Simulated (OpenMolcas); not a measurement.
Ru2+: the spin-orbit constant, worked from levels

| Item | Value |
| --- | --- |
| Program | OpenMolcas |
| Basis | ANO-RCC-VDZP [6s5p3d1f] |
| Scalar Hamiltonian | DKH2, point nucleus |
| Active space | 6 electrons in 5 orbitals (4d) |
| State averaging | 2S+1 = 5 even, 5 roots; 2S+1 = 3 even, 45 roots; 2S+1 = 1 even, 50 roots |
| Spin-orbit coupling | state interaction with AMFI integrals over the reference wave functions, term energies averaged over their components |

Methods: CASSCF; MS-CASPT2, IPEA 0.25 Eh, imaginary shift 0.1 Eh (closed shells correlated: 4s 4p). Measured levels: Moore, Atomic Energy Levels, vol. III, NSRDS-NBS 35 (1971 reprint of NBS Circular 467, 1958).

**The spin-orbit constant.** For the Hund term 5D of d6, E(J) = (A/2) J(J+1) + constant and ζ = -2S·A = -4A. From J = 0 to J = 4 the energy changes by 10 A.

```csv
Source,E(4) - E(0),A,ζ
CASSCF,-2635.8,-263.6,1054
MS-CASPT2,-2603.6,-260.4,1041
measured,-2476.0,-247.6,990
```

All in cm-1. MS-CASPT2 is off by +5.2 % and CASSCF by +6.5 %. Both methods take the spin-orbit matrix elements from the reference wave functions, so the second can move ζ only through the term energies and any multistate remixing. Second-order mixing with other terms is absorbed into this ζ.

CASPT2 does not keep the components of a term degenerate, so their means are used; among the terms shown or strongly mixed into the levels shown the widest spread is 17 cm-1 (4d6 5D, MS-CASPT2). Levels of configurations with an s electron are missing; early in the row they begin among the upper levels of the d shell and mix with terms of their name. Without dynamic correlation excited terms often stand tens of per cent too high (terms of higher spin than the ground term too low), and those without a measured partner can miss by more than the paired ones (holds for CASSCF). Computed and measured levels are paired by configuration, term and J; levels that our copy of the source lacks, or whose pairing is in doubt (as where it misses far off the trend of its configuration), stay unpaired and out of the deviations. Levels of configurations outside the active space are missing.
